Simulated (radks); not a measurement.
Values are calculated unless marked as measured or tabulated.
Valence configurations of Mg I (all share [Ne]). Code: a radial shooting solver on a logarithmic mesh with Libxc functionals. Model: non-relativistic Kohn-Sham, LDA (Slater exchange, Perdew-Wang correlation), spin-polarised, spherical densities, point nucleus; open shells are filled with parallel spins first. Energies are relative to 3s2; eigenvalues in eV for spin up.

valence,E (eV),moment (Bohr magnetons),e(3p),e(3s)
3s2,0.000,0,-,-4.775
3s1 3p1,2.802,2,-2.449,-6.173
3p2,6.602,2,-3.026,-
3s1.5 3p0.5,1.564,1,-1.993,-5.563
3s0.5 3p1.5,4.684,2,-2.751,-6.552

NIST lists [Ne] 3s2 as the ground configuration; this level of theory agrees among the configurations tried. The energies are those of spherical high-spin densities, not of single terms.
